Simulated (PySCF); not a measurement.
Ligand exchange on a metal centre used in film growth or etching (Zn Cl-F). Isolated molecules, 0 K electronic values unless said otherwise.

Calculation: B3LYP-D3(BJ)/def2-TZVP // TPSS-D3(BJ)/def2-SVP in PySCF. All candidates: neutral, multiplicity 1. B3LYP has the VWN-RPA correlation part, as in Gaussian. 

```json
{
  "LUMO": "-2.41 eV",
  "dipole_moment": "0.00 D",
  "HOMO–LUMO gap": "7.88 eV"
}
```

Problem. Identify which member has these values.
(A) [Zn(F)2]
(B) [Zn(Cl)(F)]
(C) [Zn(Cl)2]

Solution. A, [Zn(F)2]. The others give [Zn(Cl)(F)]: -2.26 eV, 0.65 D, 6.86 eV; [Zn(Cl)2]: -2.12 eV, 0.00 D, 6.74 eV
